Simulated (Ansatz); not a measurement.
C2H5BOS, SMILES `OC1CBS1`, relaxed with RKS PBE-D4/def2-SVP in Ansatz 0.2.0 from a rough embedded geometry. The force threshold is 0.03 eV/Å; the program also tests the step.

Charge 0, multiplicity 1.

Start:

```xyz
10

O    -0.839    1.561   -0.414
C    -0.635    0.228   -0.399
C     0.121   -0.139    0.810
B     1.497   -0.838    0.097
S     0.631   -0.273   -1.571
H    -1.387    1.773   -1.288
H    -1.540   -0.378   -0.510
H     0.495    0.718    1.419
H    -0.363   -0.870    1.466
H     2.021   -1.782    0.392
```

Question: By how much does the energy fall, and how many steps does the optimiser take? (An estimate is asked.)

Answer: Ansatz gave: 32.32 kcal/mol, in 9 steps.

Question: Which bonds change most? (Estimate.)

Answer: Ansatz gave: B4–S5 from 1.962 to 1.795 Å; C2–S5 from 1.797 to 1.946 Å; C3–B4 from 1.700 to 1.581 Å; B4–H10 from 1.119 to 1.212 Å.

Question: Give the relaxed structure. (Estimate.)

Answer: Computed: 
```xyz
10

O    -0.897    1.605   -0.411
C    -0.613    0.256   -0.395
C     0.137   -0.205    0.863
B     1.265   -0.951    0.045
S     0.792   -0.370   -1.586
H    -1.449    1.800   -1.191
H    -1.493   -0.379   -0.642
H     0.561    0.690    1.371
H    -0.476   -0.747    1.613
H     2.174   -1.698    0.333
```
